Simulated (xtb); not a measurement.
xtb input (GFN1-xTB):

```bash
xtb mol.xyz --gfn 1 --sp --chrg -1 --uhf 0
```
mol.xyz:
```
10

F      1.94675431    -0.77098267     0.07305019
C      0.60294161    -0.37267222     0.03693387
C     -0.46492948    -1.17949016     0.12828998
C     -1.60019417    -0.14942443     0.02365369
C     -0.98739596     1.23358421    -0.12709728
C      0.34846780     1.05525487    -0.11445315
H     -2.25563670    -0.38706971    -0.82658801
H     -2.24729244    -0.20135534     0.91109842
H     -1.51801226     2.17502821    -0.22516565
H      1.10681375     1.82872719    -0.20075915
```

End of the output:

```
         :::::::::::::::::::::::::::::::::::::::::::::::::::::
         ::                     SUMMARY                     ::
         :::::::::::::::::::::::::::::::::::::::::::::::::::::
         :: total energy             -17.978380036431 Eh    ::
         :: gradient norm              0.028262902695 Eh/a0 ::
         :: HOMO-LUMO gap              2.409930891564 eV    ::
         ::.................................................::
         :: SCC energy               -18.176544015952 Eh    ::
         :: -> electrostatic           0.137746225816 Eh    ::
         :: repulsion energy           0.201480962699 Eh    ::
         :: dispersion energy         -0.003316983179 Eh    ::
         :: halogen bond corr.         0.000000000000 Eh    ::
         :: add. restraining           0.000000000000 Eh    ::
         :: total charge              -1.000000000000 e     ::
         :::::::::::::::::::::::::::::::::::::::::::::::::::::

           -------------------------------------------------
          |                Property Printout                |
           -------------------------------------------------

    * Orbital Energies and Occupations

         #    Occupation            Energy/Eh            Energy/eV
      -------------------------------------------------------------
         1        2.0000           -0.6050466             -16.4642
       ...           ...                  ...                  ...
         4        2.0000           -0.4081540             -11.1064
         5        2.0000           -0.3807235             -10.3600
         6        2.0000           -0.3657845              -9.9535
         7        2.0000           -0.3428857              -9.3304
         8        2.0000           -0.3336845              -9.0800
         9        2.0000           -0.3188141              -8.6754
        10        2.0000           -0.3140211              -8.5449
        11        2.0000           -0.2924831              -7.9589
        12        2.0000           -0.2707069              -7.3663
        13        2.0000           -0.2466200              -6.7109
        14        2.0000           -0.2423182              -6.5938
        15        2.0000           -0.1692694              -4.6061
        16        2.0000           -0.1375444              -3.7428 (HOMO)
        17                         -0.0489810              -1.3328 (LUMO)
Note: The following floating-point exceptions are signalling: IEEE_DENORMAL
normal termination of xtb
        18                          0.0536030               1.4586
        19                          0.0811452               2.2081
        20                          0.0832431               2.2652
        21                          0.0971008               2.6422
        22                          0.1290897               3.5127
        23                          0.1831062               4.9826
        24                          0.3017896               8.2121
        25                          0.3141701               8.5490
        26                          0.4400660              11.9748
        27                          0.4596221              12.5070
       ...                                ...                  ...
        32                          0.8589732              23.3739
      -------------------------------------------------------------
                  HL-Gap            0.0885633 Eh            2.4099 eV
             Fermi-level           -0.0932627 Eh           -2.5378 eV

  Mulliken/CM5 charges         n(s)   n(p)   n(d)
     1F    -0.37136 -0.39085   1.862  5.509  0.000
     2C     0.21621  0.22866   1.052  2.732  0.000
     3C    -0.53638 -0.54190   1.397  3.139  0.000
     4C     0.01616 -0.07944   1.014  2.970  0.000
     5C    -0.12455 -0.18261   1.057  3.068  0.000
     6C    -0.08625 -0.13713   1.069  3.017  0.000
     7H    -0.02725  0.02673   1.027  0.000  0.000
     8H    -0.02725  0.02673   1.027  0.000  0.000
     9H    -0.03359  0.02048   1.034  0.000  0.000
    10H    -0.02573  0.02933   1.026  0.000  0.000

Wiberg/Mayer (AO) data.
largest (>0.10) Wiberg bond orders for each atom

 ---------------------------------------------------------------------------
     #   Z sym  total        # sym  WBO       # sym  WBO       # sym  WBO
 ---------------------------------------------------------------------------
     1   9 F    0.934 --     2 C    0.832
     2   6 C    3.799 --     3 C    1.754     6 C    1.126     1 F    0.832
     3   6 C    3.084 --     2 C    1.754     4 C    1.005     5 C    0.157
     4   6 C    3.981 --     3 C    1.005     5 C    1.004     7 H    0.952
                             8 H    0.952
     5   6 C    3.979 --     6 C    1.783     4 C    1.004     9 H    0.977
                             3 C    0.157
     6   6 C    3.988 --     5 C    1.783     2 C    1.126    10 H    0.976
     7   1 H    1.037 --     4 C    0.952
     8   1 H    1.037 --     4 C    0.952
     9   1 H    1.005 --     5 C    0.977
    10   1 H    1.006 --     6 C    0.976
 ---------------------------------------------------------------------------

Topologies differ in total number of bonds
Writing topology from bond orders to xtbtopo.mol

 dipole moment from electron density (au)
     X       Y       Z
  -0.2542   1.8717  -0.1988  total (Debye):    4.828

           -------------------------------------------------
          | TOTAL ENERGY              -17.978380036431 Eh   |
          | GRADIENT NORM               0.028262902695 Eh/α |
          | HOMO-LUMO GAP               2.409930891564 eV   |
           -------------------------------------------------

------------------------------------------------------------------------
------------------------------------------------------------------------
 total:
 SCF:
```

It need not be the lowest isomer of its formula. Whether it binds its extra electron was not tested at this geometry.
